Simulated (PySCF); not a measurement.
## How methods differ on the excitation energy of Er+

Er+ [Xe] 4f12 6s1 (high-spin determinant) → Er+ [Xe] 4f11 6s2 (high-spin determinant), as a difference of total energies. Computed with PySCF 2.14 in ANO-RCC-VTZP (8s7p5d3f2g1h, 104 functions), with scalar relativity by spin-free X2C-1e. Correlated levels: valence: [Kr] 4d10 frozen; valence and next inner shell: [Ar] 3d10 frozen. The calculations carry no spin-orbit coupling.

```json
{"method": "UHF", "excitation energy (eV)": "-1.942"}
{"method": "LDA", "excitation energy (eV)": "3.025"}
{"method": "PBE", "excitation energy (eV)": "2.668"}
{"method": "PBE0", "excitation energy (eV)": "1.666"}
{"method": "r2SCAN", "excitation energy (eV)": "1.912"}
{"method": "MP2 (valence)", "excitation energy (eV)": "2.461"}
{"method": "SCS-MP2 (valence)", "excitation energy (eV)": "1.824"}
{"method": "MP2 (valence and next inner shell)", "excitation energy (eV)": "3.057"}
{"method": "SCS-MP2 (valence and next inner shell)", "excitation energy (eV)": "2.229"}
```

**Question.** How much does correlation contribute at MP2 (valence and next inner shell)?

**Answer.** 3.057 − (-1.942) = 4.999 eV, measured against UHF.

A first-order spin-orbit estimate (lowest level to lowest level, LS coupling) adds -0.205 eV.

The determinant of the upper state and of the lower state mixes LS terms, which raises its energy above the lowest term, most at the Hartree-Fock and MP2 levels.
